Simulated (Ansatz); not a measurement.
Ansatz (a first-principles code) input:

Ansatz 0.2 input:
```yaml
crystal:
  periodic: [false, false, false]
  atoms:
    - {symbol: C, position_ang: [-1.66400561, -0.21726526, -0.15197177]}
    - {symbol: C, position_ang: [-1.27333461, 0.88594890, 0.77678420]}
    - {symbol: C, position_ang: [0.24284290, 1.02690266, 0.54897748]}
    - {symbol: C, position_ang: [0.70539390, -0.38286138, 0.14575971]}
    - {symbol: C, position_ang: [2.06223990, -0.42940678, -0.53994758]}
    - {symbol: C, position_ang: [-0.46616797, -0.90646875, -0.71271992]}
    - {symbol: H, position_ang: [-2.68555501, -0.48047759, -0.38740938]}
    - {symbol: H, position_ang: [-1.48044933, 0.61715892, 1.82416430]}
    - {symbol: H, position_ang: [-1.81994116, 1.81723455, 0.59667501]}
    - {symbol: H, position_ang: [0.77629543, 1.41196050, 1.41927289]}
    - {symbol: H, position_ang: [0.42806668, 1.71574042, -0.28140206]}
    - {symbol: H, position_ang: [0.74828307, -0.99385122, 1.05470689]}
    - {symbol: H, position_ang: [2.85020910, -0.04288695, 0.11028864]}
    - {symbol: H, position_ang: [2.05443593, 0.17497127, -1.45109398]}
    - {symbol: H, position_ang: [2.33261673, -1.45022636, -0.81926801]}
    - {symbol: H, position_ang: [-0.30256172, -0.63196309, -1.76800273]}
    - {symbol: H, position_ang: [-0.54321095, -1.99875702, -0.69922424]}
basis:
  gaussian:
    orbitals: def2-TZVP
hamiltonian:
  xc: b3lyp
  dispersion: d3bj
magnetization: {spin_polarized: true, initial_magnetization: 1}
phonons: {temperatures: {t_min: 298.15, t_max: 298.15, t_step: 100}}
```

Which total energy does the run end on?

-235.32226 Eh (B3LYP-D3(BJ)/def2-TZVP). The basis has 252 functions.

It need not be the lowest isomer of its formula.
